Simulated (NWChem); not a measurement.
**Basis-set dependence for dimethyl selenide (C2H6Se)**

```
Se
C 1 1.9408
H 2 1.0986 1 107.07
H 2 1.0991 3 108.92 1 119.97
H 2 1.0991 3 108.92 4 120.06
C 1 1.9408 2 97.25 3 180.00
H 6 1.0986 1 107.07 2 180.00
H 6 1.0991 7 108.92 1 -119.97
H 6 1.0991 7 108.92 8 -120.06
```
Charge 0, spin multiplicity 1.

The numbers come from NWChem runs, not from measurements. Structure: optimised with PBE0/def2-SVP, a minimum by its harmonic frequencies.

Hartree-Fock energies in Ha, correlation energies in mHa.

The Hamiltonian is non-relativistic. The correlated methods keep 11 core orbitals frozen. The Pople sets run with spherical d functions. No row is a measurement; the coupled-cluster row has its own basis-set and correlation limits.

```csv
basis,functions,RHF,MP2,SCS-MP2,CCSD,CCSD+T(CCSD),CCSD(T),CR-CCSD[T],CR-CCSD(T)
6-31G*,72,-2478.75571,-519.2,-501.5,-549.6,-563.5,-562.7,-560.2,-559.6
def2-SVP,90,-2478.70911,-532.0,-520.4,-567.5,-583.9,-583.2,-579.9,-579.4
def2-TZVP,146,-2479.09540,-620.8,-609.2,not run,not run,not run,not run,not run
```

From def2-SVP to def2-TZVP the Hartree-Fock energy moves by -386.3 mHa and the MP2 correlation energy by -88.8 mHa, which is 14 % of its value in the larger set.
